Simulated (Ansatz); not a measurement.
```yaml
crystal:
  periodic: [false, false, false]
  atoms:
    - {symbol: B, position_ang: [0.078748, 1.121205, -0.039066]}
    - {symbol: C, position_ang: [0.046441, -0.485238, -0.026271]}
    - {symbol: N, position_ang: [-0.297861, -1.134519, 1.066255]}
    - {symbol: O, position_ang: [0.993798, 1.675048, -1.002529]}
    - {symbol: O, position_ang: [0.288345, -1.181097, -1.109598]}
    - {symbol: H, position_ang: [0.309786, 1.433805, 1.128691]}
    - {symbol: H, position_ang: [-1.124842, 1.324570, -0.248221]}
    - {symbol: H, position_ang: [-0.518311, -2.118138, 1.106880]}
    - {symbol: H, position_ang: [-0.448506, -0.573523, 1.890276]}
    - {symbol: H, position_ang: [0.532557, 2.017581, -1.765433]}
    - {symbol: H, position_ang: [0.205045, -2.136696, -0.980483]}
basis:
  gaussian: {orbitals: def2-SVP, fitting: {mean_field: cc-pVTZ-jkfit}}
total_charge: 1
magnetization: {spin_polarized: true, initial_magnetization: 1}
hamiltonian: {xc: {name: HSE06}, pseudopotentials: {relativity: none}}
scf: {lower_state_search: off}
```

```sh
$ ansatz run in.yaml --threads 4 --pin off --events-out ev --progress --plain --max-ram 10444MiB
```

Shortened log:

```
Functional definition: HSE06
575 factors; integrals over basis functions are off by at most 1.4e-1 eV
575 factors; integrals over basis functions are off by at most 1.8e-7 eV
mean field evaluation 1: about -7358.6467 eV, gradient 5.9e1 eV
mean field evaluation 2: about -7333.4209 eV, gradient 9.7e1 eV
mean field evaluation 4: about -7371.5350 eV, gradient 1.4e1 eV
mean field evaluation 8: about -7372.3654 eV, gradient 8.3e-1 eV
mean field evaluation 16: about -7372.3992 eV, gradient 1.8e-2 eV
mean field -7372.39917969 eV, -270.9306726620 hartree, gradient 3.5e-6 eV, S^2 0.756972; 0 other end points of the search recorded, 0 dependent functions left out
reference -7372.39921084 eV, -270.9306738068 hartree; 20, 19 occupied and 80, 81 virtual orbitals, 575 factors
Total energy: -7372.39921084 eV, -270.9306738068 hartree
Checks for a lower state left out: stability, starts, cluster_reference, orbital_swaps, neighbouring_geometries, increment
```

Hardware: 4 threads of an Intel Xeon Platinum 8375C on a shared host. Wall time 1.2 s, peak host memory 0.2 GiB.
